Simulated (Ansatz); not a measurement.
Start from `OC(S)O[SiH3]` and change one atom or group to get `[SiH3]O[CH](S)[InH2]`.

Ansatz, PBE0-D4/def2-TZVP geometries, multiplicity 1. Each molecule was computed in one conformer, which needn't be the lowest.

Elements past krypton have def2 core potentials.

```csv
property,`OC(S)O[SiH3]`
LUMO energy (B3LYP/def2-TZVPP) / eV,-0.16
LUMO energy (PBE/def2-TZVPP) / eV,-0.84
LUMO energy (ωB97M-V/def2-TZVPP) / eV,1.79
HOMO–LUMO gap (ωB97M-V/def2-TZVPP) / eV,11.50
HOMO–LUMO gap (PBE0/def2-TZVPP) / eV,7.54
HOMO energy (PBE/def2-TZVPP) / eV,-6.19
```

**Question.** Give the same properties after the change, and the shifts. (Estimate.)

**Answer.** The calculation gave: 
```tsv
property	`[SiH3]O[CH](S)[InH2]`	shift
LUMO energy (B3LYP/def2-TZVPP) / eV	-1.77	-1.61
LUMO energy (PBE/def2-TZVPP) / eV	-2.21	-1.37
LUMO energy (ωB97M-V/def2-TZVPP) / eV	-0.07	-1.86
HOMO–LUMO gap (ωB97M-V/def2-TZVPP) / eV	8.76	-2.74
HOMO–LUMO gap (PBE0/def2-TZVPP) / eV	5.22	-2.32
HOMO energy (PBE/def2-TZVPP) / eV	-5.65	0.54
```

With PBE0 the HOMO rises by 0.74 eV and the LUMO falls by 1.58 eV, so the gap narrows by about 2.32 eV. PBE moves the HOMO by 0.54 eV and ωB97M-V by 0.88 eV.

B3LYP here is the variant with VWN-RPA as its local correlation; programs differ in this.
